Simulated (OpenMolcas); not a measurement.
A calculation on Ru²⁺.

- Program: OpenMolcas
- Method: SS-CASPT2, IPEA 0.25 Eh, imaginary shift 0.1 Eh (closed shells correlated: 4s 4p)
- Basis: ANO-RCC-VTZP [7s6p4d2f1g]
- Scalar Hamiltonian: DKH2, point nucleus
- Active space: 6 electrons in 10 orbitals (4d 5d)
- State averaging: 2S+1 = 5 even, 5 roots; 2S+1 = 3 even, 45 roots; 2S+1 = 1 even, 49 roots
- Spin-orbit coupling: RASSI with atomic mean-field integrals over the reference wave functions, term energies averaged over their components

Which level of the active space comes out lowest?

4d6 5D4, with 99 % of that term; it is also the measured ground level.

How high does 4d6 5D3 lie?

1112 cm-1 above the lowest level; measured 1159 cm-1 above the ground level, so the calculation is off by -4 %.

How high does 4d6 3H6 lie?

16270 cm-1 above the lowest level.

How high does 4d6 3F2(1) lie?

18470 cm-1 above the lowest level.

The level at 16190 cm-1 has J = 4. What is it made of, and what is its g factor?

49 % 4d6 3H4, 26 % 4d6 3F(1), 18 % 4d6 3G; g = 0.980, against 0.800 from Landé's formula for the pure leading term.

Measured values: Moore, Atomic Energy Levels, vol. III, NSRDS-NBS 35 (1971 reprint of NBS Circular 467, 1958).

CASPT2 does not keep the components of a term degenerate, so their means are used; among the terms shown or strongly mixed into the levels shown the widest spread is 80 cm-1 (4d6 3F(1)). Active for correlation alone: 5d; no level in the range computed is led by a configuration that fills it, so any true level of that kind is missing. Computed and measured levels are paired by configuration, term and J; levels that our copy of the source lacks, or whose pairing is in doubt (as where it misses far off the trend of its configuration), stay unpaired and out of the deviations. Only configurations of the active space appear.

A number in round brackets counts repeated terms of one configuration in the order of the reference energies.
